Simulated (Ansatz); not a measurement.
Start from `[CH3][GeH]([F])[InH2]` and change one atom or group to get `[CH3][GeH]([OH])[F]`.

Ansatz, PBE0-D4/def2-TZVP geometries, multiplicity 1. Each molecule was computed in one conformer, which needn't be the lowest.

Elements past krypton have def2 core potentials. Scalar relativity is left out up to krypton.

```tsv
property	`[CH3][GeH]([F])[InH2]`
size of the dipole moment (PBE/def2-TZVPP) / D	2.26
HOMO–LUMO gap (ωB97M-V/def2-TZVPP) / eV	8.46
HOMO energy (PBE0/def2-TZVPP) / eV	-7.24
HOMO–LUMO gap (B3LYP/def2-TZVPP) / eV	4.46
HOMO–LUMO gap (PBE/def2-TZVPP) / eV	3.11
LUMO energy (PBE/def2-TZVPP) / eV	-3.05
```

Q: What does the change do to each property? (Best estimate.)

A: Ansatz gave: 
```json
{"property": "size of the dipole moment (PBE/def2-TZVPP) / D", "`[CH3][GeH]([OH])[F]`": "1.77", "shift": "-0.49"}
{"property": "HOMO–LUMO gap (ωB97M-V/def2-TZVPP) / eV", "`[CH3][GeH]([OH])[F]`": "13.49", "shift": "5.03"}
{"property": "HOMO energy (PBE0/def2-TZVPP) / eV", "`[CH3][GeH]([OH])[F]`": "-8.93", "shift": "-1.69"}
{"property": "HOMO–LUMO gap (B3LYP/def2-TZVPP) / eV", "`[CH3][GeH]([OH])[F]`": "8.96", "shift": "4.50"}
{"property": "HOMO–LUMO gap (PBE/def2-TZVPP) / eV", "`[CH3][GeH]([OH])[F]`": "7.02", "shift": "3.91"}
{"property": "LUMO energy (PBE/def2-TZVPP) / eV", "`[CH3][GeH]([OH])[F]`": "-0.29", "shift": "2.76"}
```

With PBE0 the HOMO falls by 1.69 eV and the LUMO rises by 2.97 eV, so the gap widens by about 4.66 eV. PBE moves the HOMO by -1.15 eV and ωB97M-V by -1.99 eV. Dipoles are sizes alone; their direction can turn.

Positive LUMOs are unbound, so they and the gaps depend on the basis.

B3LYP here is the variant with VWN-RPA as its local correlation; programs differ in this.
